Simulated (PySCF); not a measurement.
**[AsH2]+: bend–stretch map**

Method: PBE0 in PySCF with As def2-TZVP, H def2-TZVP; no relativity; density-fitted integrals.

Rigid scan from the singlet minimum (As–H 1.530 Å (×2); H–As–H 91.0°). Coordinate: rows scale both bonds, columns set the H–As–H angle. Energies in kJ/mol from the minimum.

(1) Give the energy map for rows 0.94, 0.97, 1.00, 1.03, 1.06, 1.10 and columns 90, 105, 120, 135, 150, 165, 180.

(2) And the size of the dipole moment (D, about the centre of mass) on the same grid?

## Answers

(1) 
| scale \ angle | 90 | 105 | 120 | 135 | 150 | 165 | 180 |
| --- | --- | --- | --- | --- | --- | --- | --- |
| 0.94 | 17.0 | 28.4 | 67.6 | 130.2 | 208.3 | 283.1 | 316.9 |
| 0.97 | 4.0 | 16.0 | 55.1 | 117.6 | 196.6 | 274.9 | 311.8 |
| 1.00 | 0.1 | 12.4 | 51.2 | 113.2 | 192.6 | 274.0 | 314.6 |
| 1.03 | 3.4 | 16.0 | 54.2 | 115.4 | 194.6 | 278.7 | 323.6 |
| 1.06 | 12.8 | 25.4 | 62.9 | 122.9 | 201.4 | 287.5 | 337.5 |
| 1.10 | 32.6 | 45.0 | 81.3 | 139.4 | 216.2 | 303.7 | 361.6 |

(2) 
| scale \ angle | 90 | 105 | 120 | 135 | 150 | 165 | 180 |
| --- | --- | --- | --- | --- | --- | --- | --- |
| 0.94 | 1.13 | 1.24 | 1.36 | 1.43 | 1.36 | 0.96 | 0.00 |
| 0.97 | 1.11 | 1.21 | 1.32 | 1.39 | 1.35 | 0.98 | 0.00 |
| 1.00 | 1.10 | 1.19 | 1.29 | 1.35 | 1.32 | 1.00 | 0.00 |
| 1.03 | 1.08 | 1.16 | 1.25 | 1.31 | 1.29 | 1.02 | 0.00 |
| 1.06 | 1.08 | 1.14 | 1.21 | 1.26 | 1.25 | 1.02 | 0.00 |
| 1.10 | 1.08 | 1.12 | 1.17 | 1.20 | 1.18 | 1.00 | 0.00 |

The bond scale of lowest energy on the grid is 1.00 at 90°, 1.00 at 105°, 1.00 at 120°, 1.00 at 135°, 1.00 at 150°, 1.00 at 165°, 0.97 at 180°.

Other isomers or separated fragments may lie lower.
